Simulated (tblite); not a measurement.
Compound: C5H7NO.
Numbering: `[CH3:1][n:2]1[cH:3][cH:4][c:5]([OH:6])[cH:7]1` (hydrogens: H8, H9, H10 on C1; H11 on C3; H12 on C4; H13 on O6; H14 on C7)

Computed with GFN2-xTB (tblite), gas phase: Langevin dynamics at 600 K from the optimised GFN2-xTB geometry, time step 0.5 fs, friction 0.01 fs⁻¹, 2000 steps.

Start geometry:
```
atom  x, y, z in Å
C1      2.051   -0.257   -0.143
N2      0.655    0.054   -0.041
C3      0.125    1.265    0.252
C4     -1.241    1.158    0.303
C5     -1.548   -0.191    0.033
O6     -2.814   -0.706   -0.013
C7     -0.362   -0.849   -0.172
H8      2.208   -1.009   -0.917
H9      2.440   -0.646    0.803
H10     2.610    0.641   -0.406
H11     0.749    2.124    0.400
H12    -1.947    1.937    0.504
H13    -2.760   -1.644   -0.222
H14    -0.168   -1.879   -0.403
```

The statistics below take the 31 frames saved every 25 fs from 250 to 1000 fs; their kinetic temperature (all 3N coordinates) averages 594 K.

Question: How do the bond lengths spread?

Answer: 
```tsv
bond	start (Å)	mean (Å)	standard deviation (Å)	shortest (Å)	longest (Å)
C1–N2	1.434	1.421	0.049	1.347	1.541
N2–C3	1.354	1.365	0.042	1.289	1.450
C3–C4	1.371	1.392	0.033	1.326	1.466
C4–C5	1.410	1.414	0.033	1.342	1.473
C5–O6	1.367	1.374	0.040	1.305	1.457
C5–C7	1.372	1.388	0.035	1.318	1.445
N2–C7	1.366	1.396	0.051	1.289	1.521
C1–H8	1.091	1.107	0.050	1.027	1.211
C1–H9	1.095	1.103	0.037	1.026	1.185
C1–H10	1.089	1.092	0.045	0.984	1.171
C3–H11	1.072	1.079	0.032	1.021	1.146
C4–H12	1.070	1.081	0.037	0.997	1.148
O6–H13	0.963	0.972	0.027	0.925	1.025
C7–H14	1.073	1.079	0.044	0.981	1.170
```

Question: Give the same statistics for bond angles, one of each kind among heavy atoms.

Answer: 
```json
{"angle": "C1–N2–C3", "start (°)": "126.2", "mean (°)": "126.1", "standard deviation (°)": "7.4", "smallest (°)": "108.6", "largest (°)": "147.0"}
{"angle": "C1–N2–C7", "start (°)": "125.0", "mean (°)": "124.8", "standard deviation (°)": "7.0", "smallest (°)": "111.4", "largest (°)": "138.3"}
{"angle": "C3–N2–C7", "start (°)": "108.7", "mean (°)": "108.2", "standard deviation (°)": "2.8", "smallest (°)": "101.3", "largest (°)": "114.2"}
{"angle": "N2–C3–C4", "start (°)": "109.2", "mean (°)": "109.1", "standard deviation (°)": "3.5", "smallest (°)": "101.5", "largest (°)": "115.6"}
{"angle": "C3–C4–C5", "start (°)": "106.6", "mean (°)": "106.5", "standard deviation (°)": "2.7", "smallest (°)": "101.9", "largest (°)": "111.7"}
{"angle": "C4–C5–O6", "start (°)": "124.7", "mean (°)": "126.5", "standard deviation (°)": "5.9", "smallest (°)": "115.2", "largest (°)": "137.1"}
{"angle": "C4–C5–C7", "start (°)": "107.4", "mean (°)": "107.6", "standard deviation (°)": "3.0", "smallest (°)": "101.0", "largest (°)": "113.4"}
{"angle": "O6–C5–C7", "start (°)": "127.9", "mean (°)": "124.8", "standard deviation (°)": "5.4", "smallest (°)": "116.2", "largest (°)": "137.3"}
{"angle": "N2–C7–C5", "start (°)": "108.2", "mean (°)": "107.6", "standard deviation (°)": "2.8", "smallest (°)": "102.1", "largest (°)": "113.4"}
```

Question: How far does each atom move about its mean position (frames aligned on the start, all atoms weighted alike), and what rms force does it feel?

Answer: 
| atom | rms displacement (Å) | rms force (eV/Å) |
| --- | --- | --- |
| C1 | 0.09 | 3.28 |
| N2 | 0.13 | 3.59 |
| C3 | 0.19 | 2.90 |
| C4 | 0.15 | 2.79 |
| C5 | 0.14 | 2.49 |
| O6 | 0.26 | 2.05 |
| C7 | 0.18 | 3.26 |
| H8 | 0.97 | 1.55 |
| H9 | 0.99 | 1.24 |
| H10 | 0.96 | 1.64 |
| H11 | 0.31 | 1.21 |
| H12 | 0.25 | 1.36 |
| H13 | 0.48 | 1.19 |
| H14 | 0.32 | 1.71 |

The displacements run from 0.09 to 0.99 Å, the largest at H9.

Question: How widely does the potential energy scatter, against a harmonic estimate?

Answer: Mean 0.98 eV above the start, standard deviation 0.179 eV, range 0.69 to 1.42 eV. For 36 classical harmonic modes at 600 K the canonical values are 36kT/2 = 0.93 eV and kT·√(36/2) = 0.219 eV.

The run is classical and short, so these are rough statistics of one trajectory.

The cost below is that of the whole dynamics run. The run took 9.3 s wall on one thread, Arm Neoverse V1 (aarch64), shared host with 32 logical CPUs at a one-minute load of 3.2, and the process peaked at 0.19 GiB of memory.
